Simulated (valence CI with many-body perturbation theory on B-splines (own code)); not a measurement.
Valence orbitals of Lu31+

Computed by valence CI with perturbative core correlation (CI+MBPT): four valence electrons over a frozen Dirac-Fock core [Kr], radial functions for each j: 7 s, 7 p, 8 d, 6 f, 4 g, 1 h, with the one-electron correlation potential Σ1, the two-electron term Σ2, the three-electron term Σ3, Breit, model QED; selected CI, second order for the rest, scaled by the run's own slope (own B-spline code, finite nucleus).

The last digits are not significant, and no measured levels were compared; by estimate large intervals hold to a few tenths of a per cent, small ones and those within an open d or f shell to about a per cent. The list stops below the first excitations out of the core.

These are the spectroscopic orbitals of the CI (the correlating ones are not listed), shaped by the core and the other valence electrons. h is the expectation value of the core's Dirac-Fock operator, without the valence repulsion; Σ1 is computed up to l = 3 at one energy for each symmetry, that of its lowest orbital but kept below the first core excitation, so for empty shells it is not the orbital's own correlation shift; Breit and QED include the response of the core.

```tsv
Orbital	h (hartree)	Σ1 (cm⁻¹)	Breit (cm⁻¹)	QED (cm⁻¹)	⟨r⟩ (bohr)
5s1/2	-35.282	-11213	3668	2843	0.7847
6s1/2	-22.807	-4392	1924	1505	1.211
7s1/2	-15.98	-2269	1112	883	1.734
5p1/2	-33.674	-11079	5659	9.6	0.7977
6p1/2	-21.947	-4511	3044	8.2	1.234
7p1/2	-15.467	-2375	1789	5.7	1.768
5p3/2	-32.552	-9908	3320	276	0.8276
6p3/2	-21.358	-4158	1811	152	1.270
7p3/2	-15.118	-2217	1165	91.5	1.810
4d3/2	-51.215	-22364	6031	-666	0.4557
5d3/2	-29.972	-10197	2539	-227	0.8383
6d3/2	-19.976	-4651	1364	-118	1.305
4d5/2	-50.647	-21682	3459	-350	0.4620
5d5/2	-29.729	-10046	1514	-102	0.8460
6d5/2	-19.845	-4578	819	-51.8	1.315
4f5/2	-44.016	-44316	1136	-528	0.4361
5f5/2	-26.979	-9915	619	-183	0.8482
4f7/2	-43.881	-40111	-317	-422	0.4386
5f7/2	-26.917	-9693	22.9	-139	0.8507
5g7/2	-25.001		-141	-73.5	0.8078
5g9/2	-24.983		-265	-57.5	0.8088
```

Among the shells of the start configuration 4d4, Σ1 is largest in size for 4d3/2, where it is 0.20 % of h.

Lowest root of each symmetry, sizes in configuration state functions:

| J | Parity | Roots | Reference | Variational | Second order | Change by selected CI (cm⁻¹) | Change by second order (cm⁻¹) |
| --- | --- | --- | --- | --- | --- | --- | --- |
| 0 | even | 5 | 38 | 6197 | 19368 | -5091 | -2 |
| 1 | even | 4 | 76 | 11811 | 52147 | -4156 | -6 |
| 2 | even | 8 | 121 | 18460 | 93683 | -4706 | -8 |
| 3 | even | 6 | 120 | 18550 | 95443 | -5162 | -9 |
| 4 | even | 7 | 120 | 18688 | 99237 | -5354 | -9 |
| 5 | even | 2 | 86 | 13273 | 70996 | -5215 | -11 |
| 6 | even | 2 | 66 | 10526 | 80401 | -5545 | -10 |
| 0 | odd | 8 | 35 | 12260 | 47822 | -6584 | -2 |
| 1 | odd | 20 | 98 | 31992 | 123639 | -6976 | -6 |
| 2 | odd | 31 | 140 | 31995 | 210624 | -5756 | -44 |
| 3 | odd | 32 | 155 | 31986 | 253711 | -5676 | -64 |
| 4 | odd | 32 | 144 | 31717 | 250149 | -4686 | -69 |
| 5 | odd | 24 | 116 | 31999 | 222718 | -4679 | -37 |
| 6 | odd | 18 | 82 | 31694 | 187493 | -4595 | -22 |
| 7 | odd | 10 | 50 | 27767 | 137896 | -5111 | -4 |
| 8 | odd | 5 | 26 | 17128 | 84958 | -5189 | -4 |
| 9 | odd | 1 | 12 | 7026 | 47983 | -6204 | -5 |
